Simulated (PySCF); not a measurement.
# C4H10OSi2: full NMR table

| Property | Result |
| --- | --- |
| Formula | C4H10OSi2 |
| SMILES | CC#C[SiH2]O[SiH2]C |
| InChI | InChI=1S/C4H10OSi2/c1-3-4-7-5-6-2/h6-7H2,1-2H3 |
| Point group of the computed structure | C1 |
| Degrees of unsaturation | 2 |
| Carbon signals | 4 |
| Proton signals | 4 |

Atoms are numbered as in `[CH3:1][C:2]#[C:3][SiH2:4][O:5][SiH2:6][CH3:7]`; H(Xn) means a hydrogen on atom n.

How the numbers were obtained: GFN2-xTB structure, shielding tensors at PBE0/pcSseg-1 (GIAO), in PySCF 2.14.0 with density-fitted response routines (isolated molecule, one averaged value for each set of equivalent atoms, non-relativistic, one conformer).

Chemical shifts δ = σref − σ; 1H (31.72 ppm) and 13C (186.93 ppm) and 29Si (349.16 ppm) against TMS; 17O (336.08 ppm) against H2O, all at this level.

```tsv
carbon	δC, type	δH (multiplicity)	HMBC from (2–3 bonds)	span of the C tensor (ppm)
C1	6.0, CH3	2.10 (s)	–	25
C2	112.3, C	–	H(Si4), H(C1)	278
C3	86.7, C	–	H(Si4), H(C1)	260
C7	0.2, CH3	0.39 (t)	H(Si6)	20
```

Other nuclei:
| atoms | nucleus | environment | δ (ppm) | σ (ppm) |
| --- | --- | --- | --- | --- |
| H(Si6) | 1H | hydrogen on a silicon bonded to C, O | 5.25 | 26.47 |
| H(Si4) | 1H | hydrogen on a silicon bonded to C, O | 5.17 | 26.55 |
| Si6 | 29Si | silicon bonded to C, O, 2 H | -22.4 | 371.5 |
| Si4 | 29Si | silicon bonded to C, O, 2 H | -57.6 | 406.8 |
| O5 | 17O | oxygen bonded to 2 Si | 29.3 | 306.8 |

Carbon types of the structure: 2 × C, 2 × CH3, leaving 4 H on heteroatoms. δC 112.3, 86.7: alkyne carbon. δC 6.0: propargylic methyl carbon; a saturated carbon with 1 carbon neighbour and no heteroatom attached. δC 0.2: methyl carbon bonded to Si; an electropositive neighbour leaves it electron-rich and shielded. δH 5.25, 5.17: hydrogen on a silicon bonded to C, O. δH 0.39: hydrogen on a methyl carbon bonded to Si; an electropositive neighbour shields it, as in TMS itself.

Shifts are as computed. Against solution values, carbons near 30 ppm lie about +3 ppm off and those near 130 ppm about +5 ppm. Of 1211 compounds with measured shifts, 218 miss one by over three times the rms of a fit or turn the order of signals round; such compounds aren't used in these exercises. Experimental scales use liquid or dissolved standards, which lie at an offset from isolated H2O (liquid H2O: subtract about 36 ppm). No couplings were computed; multiplicities are counted from neighbouring protons, with m where these are inequivalent, close in shift, in a saturated or five-membered ring or joined by F or P, and br s for small geminal =CH2 splittings.
